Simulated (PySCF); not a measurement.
## Radial density of Te (tellurium, neutral)

BP86, [Kr] 4d10 5s2 5p4, high-spin 3P determinant. All numbers are calculated (PySCF 2.14, the spin-free X2C one-electron Hamiltonian (Gaussian nucleus), in aug-cc-pVQZ-DK3 (9s8p6d3f2g, 102 functions)).

| r (bohr) | 4πr²ρ (e/bohr) | 4πr²(ρα − ρβ) |
| --- | --- | --- |
| 0.0274 | 62.65 | 0.0120 |
| 0.0461 | 60.99 | 0.0300 |
| 0.0775 | 85.52 | 0.0252 |
| 0.130 | 68.14 | -0.0068 |
| 0.219 | 69.76 | 0.0630 |
| 0.369 | 44.47 | 0.0001 |
| 0.620 | 24.89 | 0.1589 |
| 1.04 | 16.46 | -0.0074 |
| 1.75 | 4.437 | 0.8136 |
| 2.95 | 1.745 | 0.6687 |
| 4.96 | 0.1720 | 0.0676 |
| 8.35 | 0.002146 | 0.0005 |

Densities and radii are taken from the X2C orbitals without a picture-change correction, which distorts them close to the nucleus.

Where is the radial spin density 4πr²(ρα − ρβ) most negative, and why is it negative at all?

Around r = 1.04 bohr, down to -0.0074 e/bohr: exchange with the open shell polarises the paired shells in an unrestricted calculation.
